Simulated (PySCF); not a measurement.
CuH, SMILES [CuH] (connectivity only; charge and spin as stated), neutral, multiplicity 1.

The structure is a stationary point at PBE0-D3(BJ)/def2-TZVPD. The spin state was assumed, not searched.

These are TDDFT-PBE/def2-TZVPD run with PySCF 2.14.0 values and carry that method's errors.

Vertical excitations; the highest root listed may be one member of a degenerate set. Isolated molecule, no solvent. State labels are in the subgroup C2v.

Computed UV-visible absorptions:
```json
[
 {"state": "S1", "symmetry": "A2", "energy (eV)": "2.97", "λ (nm)": "417", "f": "0.000", "main pairs": "HOMO−1→LUMO (degenerate set)"},
 {"state": "S2", "symmetry": "A1", "energy (eV)": "2.97", "λ (nm)": "417", "f": "0.000", "main pairs": "HOMO−2→LUMO (degenerate set)"},
 {"state": "S3", "symmetry": "A1", "energy (eV)": "2.99", "λ (nm)": "415", "f": "0.040", "main pairs": "HOMO→LUMO 99 %"},
 {"state": "S4", "symmetry": "B1", "energy (eV)": "3.21", "λ (nm)": "386", "f": "0.002", "main pairs": "HOMO−4→LUMO (degenerate set)"},
 {"state": "S5", "symmetry": "B2", "energy (eV)": "3.21", "λ (nm)": "386", "f": "0.002", "main pairs": "HOMO−3→LUMO (degenerate set)"},
 {"state": "S6", "symmetry": "B1", "energy (eV)": "4.97", "λ (nm)": "250", "f": "0.070", "main pairs": "HOMO→LUMO+1, HOMO−1→LUMO+2, HOMO−2→LUMO+1 (degenerate set)"},
 {"state": "S7", "symmetry": "B2", "energy (eV)": "4.97", "λ (nm)": "250", "f": "0.070", "main pairs": "HOMO→LUMO+2, HOMO−1→LUMO+1, HOMO−2→LUMO+2 (degenerate set)"},
 {"state": "S8", "symmetry": "B1", "energy (eV)": "5.05", "λ (nm)": "246", "f": "0.000", "main pairs": "HOMO−2→LUMO+1, HOMO−1→LUMO+2 (degenerate set)"},
 {"state": "S9", "symmetry": "B2", "energy (eV)": "5.05", "λ (nm)": "246", "f": "0.000", "main pairs": "HOMO−2→LUMO+2, HOMO−1→LUMO+1 (degenerate set)"},
 {"state": "S10", "symmetry": "A2", "energy (eV)": "5.30", "λ (nm)": "234", "f": "0.000", "main pairs": "HOMO−4→LUMO+2 50 %, HOMO−3→LUMO+1 50 %"},
 {"state": "T1", "symmetry": "A1", "energy (eV)": "2.18", "λ (nm)": "568", "f": "0", "main pairs": "HOMO→LUMO 99 %"},
 {"state": "T2", "symmetry": "A2", "energy (eV)": "2.72", "λ (nm)": "456", "f": "0", "main pairs": "HOMO−1→LUMO (degenerate set)"},
 {"state": "T3", "symmetry": "A1", "energy (eV)": "2.72", "λ (nm)": "456", "f": "0", "main pairs": "HOMO−2→LUMO (degenerate set)"},
 {"state": "T4", "symmetry": "B1", "energy (eV)": "2.85", "λ (nm)": "435", "f": "0", "main pairs": "HOMO−4→LUMO 100 %"}
]
```
Triplets are in the Tamm–Dancoff approximation, which puts them higher than full response would, so one can lie above its singlet here.
